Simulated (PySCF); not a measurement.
**Correlation energy of Cl (chlorine, neutral)**

[Ne] 3s2 3p5, 2P determinant. Calculation: PySCF 2.14, in cc-pVTZ-DK (5s4p2d1f, 34 functions); scalar relativity by spin-free X2C-1e. Frozen: [Ne]; 7 electrons correlated.

MP2 pair energies summed by pair of shells (mhartree):

```csv
pair,energy,share (%)
3p-3p,-97.24,61.5
3s-3p,-51.48,32.6
3s-3s,-9.33,5.9
```

Total MP2 correlation energy: -158.05 mhartree.

Same-spin part -36.56 and opposite-spin part -121.50 mhartree; SCS-MP2 scales them by 1/3 and 6/5 to -157.98 mhartree.

| level | correlation energy (mhartree) |
| --- | --- |
| CCSD | -180.89 |
| (T) | -5.52 |
| CCSD(T) | -186.41 |

Diagnostics: T1 = 0.0070, D1 = 0.0228, largest double amplitude 0.052.

**Question.** Is a single reference adequate?

**Answer.** Yes: T1 lies below 0.03 and no double amplitude reaches 0.07.
